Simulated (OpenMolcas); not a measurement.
**Ionisation energies of europium**

| Property | Result |
| --- | --- |
| Program | OpenMolcas 26.06 |
| Basis | ANO-R2 [8s6p4d3f1g] |
| Scalar Hamiltonian | X2C, finite nucleus |
| Spin-orbit coupling | RASSI with atomic mean-field integrals over the reference wave functions, term energies averaged over their components |

Active shells in each charge state: the valence f shell, with orbitals averaged over the low states. Where CASPT2's correlated closed shells are named, they are those of the first ion.

A. CASSCF
B. SS-CASPT2, IPEA 0.25 Eh, imaginary shift 0.1 Eh (closed shells correlated: 5s 5p)
C. SS-CASPT2, IPEA 0.25 Eh, imaginary shift 0.1 Eh (closed shells correlated: 4d 5s 5p)
D. SS-CASPT2, IPEA 0 Eh, imaginary shift 0.1 Eh (closed shells correlated: 5s 5p)

Energies in eV between the lowest computed levels, named as in B; reference values from the NIST Atomic Spectra Database with their kind.

```tsv
From	To	A	B	C	D	Spin-orbit share in B	Reference
Eu2+ 4f⁷ ⁸S°_7/2	Eu3+ 4f⁶ ⁷F₀	22.512	25.468	25.573	25.774	-0.358	24.840 (semi-empirical)
Eu3+ 4f⁶ ⁷F₀	Eu4+ 4f⁵ ⁶H°_5/2	40.749	42.853	42.829	42.905	-0.226	42.940 (semi-empirical)
```

The lowest level within the active space need not be the ion's true ground level.

° marks odd parity.
